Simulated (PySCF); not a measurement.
Record of a relaxation.

C2H10BOP.
Bonds: C1–O2, O2–C3, O2–B4, B4–P5. Hydrogens: H6, H7, H8 on C1; H9, H10, H11 on C3; H12, H13 on B4; H14, H15 on P5.

Method: PBE0-D3(BJ)/def2-SVP geometry optimisation, gas phase (PySCF 2.14.0); density fitting, grid level 1; the optimiser is geomeTRIC in internal coordinates, started from a GFN2-xTB structure with every atom displaced at random (about 0.01 Å). 12 of its 15 geometries are shown. The frame can shift and turn from step to step; on so coarse a grid that alone can change the energy by a few meV, and forces under 0.02 eV/Å are noise.

Step 0: E = -14232.3790 eV, largest atomic force 1.724 eV/Å
```
atom  x, y, z in Å  |  force x, y, z in eV/Å
C1     -1.581   -0.959   -0.305   -1.196   1.212  -0.268
O2     -0.508   -0.112   -0.654    0.334   0.112   0.524
C3     -0.778    1.253   -0.367    0.939   0.012   1.198
B4      0.942   -0.639   -0.004   -0.271   0.586  -0.334
P5      2.274    0.401   -0.953   -0.751   0.455  -0.906
H6     -1.795   -0.909    0.766    0.129  -0.073   0.324
H7     -1.343   -1.952   -0.608    0.343  -1.052  -0.285
H8     -2.476   -0.593   -0.852    0.206  -0.269   0.130
H9     -0.897    1.415    0.736   -0.005  -0.240  -0.546
H10    -1.653    1.581   -0.887   -0.889   0.216  -0.612
H11     0.097    1.823   -0.691    0.032   0.078  -0.179
H12     0.850   -0.450    1.177   -0.227   0.113   0.450
H13     0.938   -1.770   -0.331    0.083  -0.921  -0.246
H14     3.326   -0.399   -0.605    1.107  -0.953   0.179
H15     2.588    1.293    0.067    0.169   0.725   0.572
```

Step 1: E = -14232.5540 eV, largest atomic force 0.432 eV/Å
```
atom  x, y, z in Å  |  force x, y, z in eV/Å
C1     -1.626   -0.856   -0.142    0.196  -0.383  -0.035
O2     -0.528   -0.030   -0.512   -0.030   0.089   0.014
C3     -0.779    1.357   -0.329   -0.294   0.140  -0.233
B4      0.910   -0.547    0.102   -0.023  -0.119   0.044
P5      2.319    0.480   -0.820    0.216  -0.039   0.315
H6     -1.791   -0.809    0.945    0.013   0.012   0.019
H7     -1.357   -1.884   -0.434   -0.059   0.208   0.094
H8     -2.522   -0.535   -0.683   -0.093   0.105  -0.092
H9     -0.903    1.591    0.738    0.012  -0.023   0.089
H10    -1.689    1.637   -0.894    0.196  -0.093   0.126
H11     0.080    1.898   -0.737    0.066   0.024  -0.029
H12     0.775   -0.366    1.307    0.025  -0.001  -0.049
H13     0.921   -1.720   -0.234    0.061   0.065   0.022
H14     3.396   -0.410   -0.472   -0.250   0.141  -0.110
H15     2.648    1.414    0.228   -0.036  -0.125  -0.175
```

Step 3: E = -14232.5672 eV, largest atomic force 0.054 eV/Å
```
atom  x, y, z in Å  |  force x, y, z in eV/Å
C1     -1.621   -0.857   -0.147   -0.025   0.042  -0.007
O2     -0.526   -0.021   -0.504    0.012  -0.016   0.015
C3     -0.789    1.367   -0.334    0.033  -0.007   0.016
B4      0.909   -0.543    0.119   -0.001   0.006  -0.006
P5      2.313    0.485   -0.798   -0.048   0.025   0.001
H6     -1.803   -0.802    0.939   -0.007   0.004  -0.003
H7     -1.345   -1.878   -0.423    0.011  -0.032  -0.008
H8     -2.511   -0.533   -0.706    0.015  -0.010   0.011
H9     -0.911    1.602    0.736    0.005   0.002  -0.011
H10    -1.697    1.626   -0.895   -0.030   0.009  -0.012
H11     0.070    1.909   -0.748   -0.004  -0.002   0.000
H12     0.777   -0.373    1.323   -0.021   0.016   0.001
H13     0.934   -1.709   -0.227    0.009  -0.010   0.003
H14     3.361   -0.437   -0.519    0.030  -0.031  -0.022
H15     2.692    1.383    0.247    0.021   0.003   0.023
```

Step 4: E = -14232.5707 eV, largest atomic force 0.132 eV/Å
```
atom  x, y, z in Å  |  force x, y, z in eV/Å
C1     -1.622   -0.854   -0.148   -0.024   0.102   0.023
O2     -0.525   -0.015   -0.495   -0.032  -0.034  -0.005
C3     -0.794    1.374   -0.340    0.098  -0.050   0.050
B4      0.905   -0.538    0.135    0.022   0.021  -0.021
P5      2.310    0.496   -0.773   -0.097   0.066  -0.060
H6     -1.823   -0.789    0.934    0.002   0.000  -0.005
H7     -1.334   -1.876   -0.409    0.013  -0.059  -0.018
H8     -2.505   -0.540   -0.723    0.016  -0.015  -0.001
H9     -0.910    1.621    0.728   -0.009   0.003  -0.009
H10    -1.705    1.622   -0.899   -0.057   0.026  -0.033
H11     0.063    1.912   -0.764   -0.014   0.005  -0.002
H12     0.766   -0.375    1.338   -0.017   0.018   0.013
H13     0.937   -1.699   -0.224   -0.007  -0.031   0.014
H14     3.344   -0.459   -0.588    0.074  -0.060   0.000
H15     2.746    1.341    0.291    0.030   0.006   0.056
```

Step 5: E = -14232.5745 eV, largest atomic force 0.139 eV/Å
```
atom  x, y, z in Å  |  force x, y, z in eV/Å
C1     -1.625   -0.848   -0.148   -0.006   0.097   0.038
O2     -0.525   -0.010   -0.485   -0.067  -0.031  -0.033
C3     -0.797    1.381   -0.348    0.103  -0.051   0.054
B4      0.901   -0.532    0.154    0.045   0.006  -0.033
P5      2.305    0.513   -0.740   -0.085   0.090  -0.065
H6     -1.850   -0.766    0.928    0.007  -0.004  -0.004
H7     -1.326   -1.872   -0.386    0.004  -0.054  -0.015
H8     -2.497   -0.547   -0.746    0.014  -0.013  -0.010
H9     -0.907    1.642    0.717   -0.017   0.001  -0.006
H10    -1.712    1.617   -0.905   -0.049   0.026  -0.033
H11     0.058    1.913   -0.785   -0.015   0.011   0.002
H12     0.751   -0.376    1.356   -0.005   0.021   0.013
H13     0.938   -1.690   -0.215   -0.023  -0.035   0.030
H14     3.320   -0.478   -0.688    0.068  -0.056   0.008
H15     2.819    1.271    0.353    0.026  -0.008   0.055
```

Step 6: E = -14232.5780 eV, largest atomic force 0.085 eV/Å
```
atom  x, y, z in Å  |  force x, y, z in eV/Å
C1     -1.628   -0.841   -0.147    0.012   0.043   0.034
O2     -0.525   -0.006   -0.480   -0.060  -0.012  -0.054
C3     -0.798    1.385   -0.356    0.047  -0.026   0.035
B4      0.898   -0.527    0.167    0.049  -0.021  -0.035
P5      2.304    0.530   -0.710   -0.033   0.071  -0.032
H6     -1.872   -0.742    0.923    0.007  -0.003  -0.001
H7     -1.323   -1.869   -0.364   -0.003  -0.020  -0.006
H8     -2.491   -0.553   -0.766    0.003  -0.004  -0.012
H9     -0.908    1.656    0.707   -0.015   0.000   0.000
H10    -1.716    1.616   -0.913   -0.016   0.013  -0.018
H11     0.055    1.915   -0.799   -0.007   0.006   0.008
H12     0.740   -0.369    1.369    0.007   0.023   0.007
H13     0.936   -1.686   -0.200   -0.026  -0.020   0.037
H14     3.297   -0.485   -0.779    0.027  -0.029   0.007
H15     2.885    1.194    0.411    0.009  -0.019   0.029
```

Step 8: E = -14232.5855 eV, largest atomic force 0.099 eV/Å
```
atom  x, y, z in Å  |  force x, y, z in eV/Å
C1     -1.633   -0.816   -0.155    0.016  -0.098  -0.001
O2     -0.522    0.008   -0.480    0.022   0.026  -0.044
C3     -0.801    1.400   -0.370   -0.082   0.034  -0.013
B4      0.896   -0.508    0.204   -0.012  -0.034  -0.014
P5      2.320    0.559   -0.636    0.056  -0.036   0.020
H6     -1.918   -0.675    0.900   -0.001   0.003   0.004
H7     -1.318   -1.853   -0.316   -0.011   0.049   0.007
H8     -2.471   -0.562   -0.820   -0.017   0.017   0.003
H9     -0.946    1.673    0.689    0.002  -0.003   0.005
H10    -1.706    1.628   -0.953    0.052  -0.018   0.012
H11     0.062    1.933   -0.786    0.016  -0.004   0.016
H12     0.719   -0.301    1.397    0.023   0.021  -0.009
H13     0.909   -1.682   -0.115    0.001   0.015   0.024
H14     3.200   -0.495   -1.027   -0.046   0.039   0.014
H15     3.063    0.910    0.531   -0.020  -0.013  -0.024
```

Step 9: E = -14232.5889 eV, largest atomic force 0.136 eV/Å
```
atom  x, y, z in Å  |  force x, y, z in eV/Å
C1     -1.631   -0.786   -0.175   -0.009  -0.133  -0.028
O2     -0.509    0.030   -0.477    0.092   0.011   0.033
C3     -0.795    1.422   -0.372   -0.090   0.039  -0.035
B4      0.893   -0.487    0.265   -0.107   0.044  -0.040
P5      2.352    0.561   -0.538    0.012  -0.054  -0.019
H6     -1.967   -0.609    0.859   -0.001   0.002   0.005
H7     -1.308   -1.828   -0.282   -0.009   0.056  -0.002
H8     -2.437   -0.562   -0.889   -0.018   0.027   0.017
H9     -1.011    1.683    0.678    0.013   0.000   0.000
H10    -1.662    1.654   -1.010    0.059  -0.017   0.017
H11     0.094    1.960   -0.721    0.018  -0.001   0.014
H12     0.702   -0.197    1.438    0.042   0.002   0.001
H13     0.864   -1.678    0.022    0.050   0.010  -0.001
H14     3.023   -0.440   -1.304   -0.043   0.013   0.040
H15     3.246    0.493    0.568   -0.009  -0.001  -0.003
```

Step 10: E = -14232.5913 eV, largest atomic force 0.083 eV/Å
```
atom  x, y, z in Å  |  force x, y, z in eV/Å
C1     -1.630   -0.800   -0.171   -0.002  -0.068  -0.018
O2     -0.515    0.025   -0.481    0.060   0.001   0.026
C3     -0.803    1.416   -0.367   -0.057   0.027  -0.016
B4      0.894   -0.485    0.239   -0.068   0.013   0.007
P5      2.340    0.554   -0.595    0.054  -0.062   0.009
H6     -1.939   -0.647    0.876    0.001  -0.001   0.004
H7     -1.309   -1.838   -0.312   -0.004   0.030  -0.002
H8     -2.455   -0.557   -0.856   -0.009   0.019   0.010
H9     -1.007    1.673    0.685    0.002  -0.005   0.003
H10    -1.674    1.650   -0.997    0.032  -0.010   0.007
H11     0.082    1.956   -0.724    0.016  -0.007   0.002
H12     0.721   -0.208    1.418    0.002   0.006  -0.011
H13     0.882   -1.674   -0.013    0.013   0.012   0.001
H14     3.088   -0.502   -1.196   -0.028   0.037   0.004
H15     3.179    0.656    0.553   -0.013   0.008  -0.025
```

Step 11: E = -14232.5932 eV, largest atomic force 0.061 eV/Å
```
atom  x, y, z in Å  |  force x, y, z in eV/Å
C1     -1.629   -0.799   -0.177   -0.006  -0.021  -0.018
O2     -0.513    0.030   -0.478    0.048  -0.014   0.035
C3     -0.803    1.420   -0.362   -0.023   0.016  -0.006
B4      0.892   -0.477    0.250   -0.057   0.019   0.008
P5      2.343    0.545   -0.595    0.033  -0.040   0.005
H6     -1.940   -0.653    0.871    0.004  -0.003   0.003
H7     -1.307   -1.835   -0.325   -0.001   0.009  -0.007
H8     -2.452   -0.549   -0.861   -0.004   0.011   0.010
H9     -1.027    1.672    0.687   -0.003  -0.004   0.000
H10    -1.660    1.657   -1.009    0.011  -0.003  -0.001
H11     0.091    1.960   -0.698    0.007  -0.004  -0.001
H12     0.724   -0.178    1.424   -0.003   0.002  -0.006
H13     0.875   -1.670    0.019    0.006   0.004   0.000
H14     3.059   -0.515   -1.226   -0.010   0.021  -0.004
H15     3.200    0.610    0.542   -0.003   0.008  -0.016
```

Step 13: E = -14232.5965 eV, largest atomic force 0.046 eV/Å
```
atom  x, y, z in Å  |  force x, y, z in eV/Å
C1     -1.624   -0.793   -0.195    0.000   0.046  -0.003
O2     -0.503    0.043   -0.460   -0.013  -0.013   0.019
C3     -0.799    1.433   -0.347    0.029  -0.012   0.004
B4      0.884   -0.452    0.290    0.015   0.007  -0.002
P5      2.349    0.507   -0.604   -0.024   0.025   0.000
H6     -1.937   -0.687    0.856    0.006  -0.007   0.001
H7     -1.307   -1.823   -0.385   -0.002  -0.019  -0.010
H8     -2.444   -0.509   -0.869    0.003  -0.004   0.001
H9     -1.087    1.673    0.689   -0.004   0.001  -0.004
H10    -1.610    1.678   -1.046   -0.018   0.007  -0.009
H11     0.117    1.972   -0.621   -0.008   0.002  -0.005
H12     0.732   -0.089    1.448   -0.003  -0.003   0.005
H13     0.851   -1.655    0.123   -0.009  -0.009   0.005
H14     2.970   -0.566   -1.306    0.014  -0.019  -0.011
H15     3.262    0.486    0.489    0.011  -0.004   0.008
```

Step 14: E = -14232.5967 eV, largest atomic force under 0.02 eV/Å
```
atom  x, y, z in Å  |  force x, y, z in eV/Å
C1     -1.624   -0.790   -0.197    0.005   0.002  -0.002
O2     -0.501    0.044   -0.455   -0.014   0.004   0.004
C3     -0.796    1.435   -0.347   -0.003  -0.006  -0.009
B4      0.883   -0.451    0.296    0.016  -0.003   0.003
P5      2.349    0.500   -0.607    0.001  -0.001   0.000
H6     -1.933   -0.696    0.857    0.001  -0.002   0.001
H7     -1.313   -1.819   -0.400   -0.002   0.002  -0.002
H8     -2.446   -0.495   -0.865   -0.002   0.002   0.000
H9     -1.090    1.677    0.687    0.002   0.002   0.001
H10    -1.605    1.680   -1.050    0.000  -0.001   0.003
H11     0.121    1.973   -0.618    0.001   0.001  -0.002
H12     0.735   -0.082    1.453   -0.003   0.000   0.000
H13     0.845   -1.655    0.138   -0.004   0.001   0.002
H14     2.962   -0.578   -1.310    0.001   0.001   0.001
H15     3.268    0.476    0.481   -0.001  -0.003   0.000
```

Q: Summarise the path.

A: The energy falls by 0.2178 eV from step 0 to step 14; nine tenths of that is first reached at step 6. It falls at every step. The largest force goes from 1.724 to under 0.02 eV/Å. Among the bonds P5–H14 changes most, from 1.367 to 1.426 Å; the atoms move by 0.405 Å rms after alignment.

Q: Follow the three bonds and two angles with the largest change from start to end.

A: 
```
step  E above end (eV)  largest force (eV/Å)  P5–H14 (Å)  B4–H13 (Å)  P5–H15 (Å)  B4–P5–H14 (°)  P5–B4–H12 (°)
   0            0.2178                 1.724       1.367       1.178       1.392           95.2          116.8
   1            0.0428                 0.432       1.440       1.220       1.442           95.7          117.5
   2            0.0322                 0.087       1.427       1.218       1.432           95.3          117.4
   3            0.0296                 0.054       1.423       1.216       1.429           95.5          117.5
   4            0.0260                 0.132       1.420       1.216       1.427           96.1          117.7
   5            0.0222                 0.139       1.420       1.216       1.426           97.1          117.8
   6            0.0188                 0.085       1.422       1.216       1.426           97.9          117.5
   7            0.0155                 0.069       1.425       1.217       1.427           98.7          116.7
   8            0.0112                 0.099       1.427       1.217       1.427           99.4          115.4
   9            0.0079                 0.136       1.428       1.216       1.425          101.2          112.4
  10            0.0054                 0.083       1.427       1.216       1.426          100.0          113.2
  11            0.0035                 0.061       1.426       1.215       1.425          100.0          112.8
  12            0.0007                 0.067       1.424       1.215       1.423          100.6          112.0
  13            0.0002                 0.046       1.425       1.215       1.424          100.5          112.2
  14            0.0000            under 0.02       1.426       1.215       1.424          100.5          112.2
```

What follows is the cost of the whole optimisation. The run took 80 s wall on one thread of an Arm Neoverse V1, shared host with 32 logical CPUs at a one-minute load of 10, and the process peaked at 0.52 GiB of memory.
